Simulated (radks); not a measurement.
Species: Sc V. Configuration: [Ne] 3s2 3p5. All-electron calculation, scalar-relativistic Kohn-Sham, PBEsol, spin-unpolarised, spherical densities, finite nucleus; Fermi nuclear charge, rms radius 3.5459 fm. Program: a radial shooting solver on a logarithmic mesh with Libxc functionals.

X-ray form factor f0, the Fourier transform of the density (f0(0) = 17):

sin(theta)/lambda (1/angstrom),f0 (electrons)
0.05,16.812
0.1,16.271
0.15,15.444
0.2,14.424
0.25,13.312
0.3,12.198
0.4,10.219
0.5,8.742
0.6,7.725
0.8,6.456
1,5.484
1.25,4.334
1.5,3.346
2,2.091
